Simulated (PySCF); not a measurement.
# Dipole response of Mo⁺ (molybdenum, charge +1)

[Kr] 4d5, high-spin 6S determinant. Computed with PySCF 2.14 in aug-cc-pVTZ-DK (9s8p6d3f2g, 102 functions), with scalar relativity by spin-free X2C-1e. Coupled (time-dependent) response in atomic units; α is the mean over directions.

```json
{"method": "r2SCANh", "mean α (bohr³)": "20.72", "C₆ (like pair)": "136.9", "S(−4)": "242.5"}
```

S(−4) is the Cauchy moment in α(ω) = α(0) + S(−4) ω² + …

α(iu) at r2SCANh:

```json
{"u (hartree)": "0", "α(iu) (bohr³)": "20.72"}
{"u (hartree)": "0.0500", "α(iu) (bohr³)": "20.14"}
{"u (hartree)": "0.100", "α(iu) (bohr³)": "18.68"}
{"u (hartree)": "0.200", "α(iu) (bohr³)": "15.15"}
{"u (hartree)": "0.300", "α(iu) (bohr³)": "12.31"}
{"u (hartree)": "0.500", "α(iu) (bohr³)": "8.716"}
{"u (hartree)": "0.750", "α(iu) (bohr³)": "6.187"}
{"u (hartree)": "1.00", "α(iu) (bohr³)": "4.657"}
{"u (hartree)": "1.50", "α(iu) (bohr³)": "2.925"}
{"u (hartree)": "2.00", "α(iu) (bohr³)": "1.997"}
{"u (hartree)": "3.00", "α(iu) (bohr³)": "1.085"}
{"u (hartree)": "5.00", "α(iu) (bohr³)": "0.4585"}
```

A single London oscillator, α(iu) = α/(1 + u²/ω²), gives C₆ = (3/4) ω α². Matching the computed C₆ needs ω = 4 × 136.9 / (3 × 20.72²) = 0.425 hartree.

For an ion, C₆ is the dispersion term alone; charge-induced terms of lower order in 1/R come first.
